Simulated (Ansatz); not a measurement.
Ansatz (a quantum-chemistry and plane-wave program) input (CCSD(T)/def2-TZVPP):

Ansatz 0.2 input:
```yaml
crystal:
  periodic: [false, false, false]
  atoms:
    - {symbol: Si, position_ang: [-0.80398641, 0.00662666, -0.04646328]}
    - {symbol: F, position_ang: [-1.33187058, 1.46834700, -0.29064071]}
    - {symbol: F, position_ang: [-1.43957960, -0.53267740, 1.28773427]}
    - {symbol: F, position_ang: [-1.29699416, -0.90213644, -1.23221353]}
    - {symbol: Br, position_ang: [1.36776597, -0.01127348, 0.07904473]}
basis:
  gaussian:
    orbitals: def2-TZVPP
magnetization: {spin_polarized: false}
correlation: {method: ccsd_t, electrons: outside_noble_gas}
```

Output:

```
Functional definition: HF
integrals: 0.62 GiB planned
1197 factors; integrals over basis functions are off by at most 1.1e-3 eV
mean field: 1.22 GiB planned
mean field evaluation 1: about -85987.1881 eV, gradient 4.2e1 eV
mean field evaluation 2: about -85987.3876 eV, gradient 4.3e1 eV
mean field evaluation 4: about -85990.2466 eV, gradient 1.9e0 eV
mean field evaluation 8: about -85990.2848 eV, gradient 1.4e-1 eV
mean field evaluation 16: about -85989.0056 eV, gradient 2.7e1 eV
mean field -85990.28485503 eV, -3160.0846821137 hartree, gradient 5.1e-6 eV, S^2 0.000000; 0 other end points of the search recorded, 0 dependent functions left out
22 core orbitals not correlated
reference -85990.28485503 eV, -3160.0846821137 hartree; 16, 16 occupied and 145, 145 virtual orbitals, 1197 factors
second order -27.59022208 eV of doubles, -0.00000000 eV of singles
coupled cluster: 1.17 GiB planned
cycle   1  -27.36831451 eV  change    2.2e-1 eV  update   1.0e-1
cycle   2  -27.87284707 eV  change   -5.0e-1 eV  update   2.8e-2
cycle   3  -27.98577933 eV  change   -1.1e-1 eV  update   1.3e-2
cycle   4  -27.96950174 eV  change    1.6e-2 eV  update   2.6e-3
cycle   5  -27.96733795 eV  change    2.2e-3 eV  update   9.5e-4
cycle   6  -27.96800509 eV  change   -6.7e-4 eV  update   2.6e-4
cycle   7  -27.96783663 eV  change    1.7e-4 eV  update   7.6e-5
cycle   8  -27.96778804 eV  change    4.9e-5 eV  update   1.7e-5
cycle   9  -27.96779127 eV  change   -3.2e-6 eV  update   5.8e-6
perturbative correction -0.86817980 eV, -0.0319050193 hartree
Total energy: -86019.12082610 eV, -3161.1443845048 hartree
```
